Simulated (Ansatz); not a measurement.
Two isomers of C2H8O2Si: A = `COC[SiH2]O`, B = `C[SiH2]OCO`.

Program: Ansatz. Geometries: PBE0-D4/def2-TZVP. ΔE: electronic, gas phase. CCSD(T)/CBS adds triple-zeta CCSD(T) − MP2 to the extrapolated MP2 energy (def2 sets, frozen cores). Functionals use def2-TZVPP. B3LYP here is the variant with VWN-RPA as its local correlation; programs differ in this. One conformer a species, not always the lowest.

A:

Z-matrix (Å, degrees):
```
C
O 1 1.404
H 1 1.090 2 107.4
H 1 1.099 2 112.2 3 119.6
H 1 1.098 2 111.2 3 -119.2
C 2 1.422 1 112.8 3 -180.0
Si 6 1.898 2 110.5 1 79.6
H 6 1.100 2 110.9 1 -47.0
H 6 1.094 2 106.1 1 -162.8
O 7 1.647 6 106.1 2 37.6
H 7 1.486 6 110.4 2 156.4
H 7 1.490 6 112.1 2 -83.1
H 10 0.962 7 112.9 6 -17.2
```

B:

```xyz
13

C    -1.529    1.008    1.379
Si   -0.827    0.063   -0.057
O     0.821    0.068    0.124
C     1.653   -0.851   -0.518
O     1.534   -0.810   -1.906
H    -2.618    1.064    1.302
H    -1.138    2.028    1.398
H    -1.276    0.526    2.326
H    -1.226    0.708   -1.338
H    -1.304   -1.350   -0.073
H     2.676   -0.627   -0.192
H     1.393   -1.877   -0.234
H     1.841    0.049   -2.211
```

Problem. Which is lower in electronic energy at CCSD(T)/CBS, and by how much? (Best estimate.)

Solution. Ansatz gave: B, by 57.6 kJ/mol.

Problem. Give E(B) − E(A) in kJ/mol with PBE-D4, ωB97M-V, CCSD/def2-TZVPP, r2SCAN-D4, B2PLYP, MP2/def2-TZVPP, B3LYP-D4. (Best estimate.)

Solution. Ansatz gave: PBE-D4 -55.3, ωB97M-V -58.9, CCSD/def2-TZVPP -59.9, r2SCAN-D4 -59.6, B2PLYP -59.3, MP2/def2-TZVPP -60.0, B3LYP-D4 -56.2. None reverses the order clearly.

Largest T1 diagnostic: 0.011.

From PBE to PBE0 (25 % exact exchange), in def2-TZVPP and without D4, E(B) − E(A) moves by −3.2 kJ/mol. In def2-TZVPP, CCSD(T) changes the Hartree–Fock value by +8.0 kJ/mol (the triples alone add +1.1 kJ/mol) and MP2 by +6.7 kJ/mol.
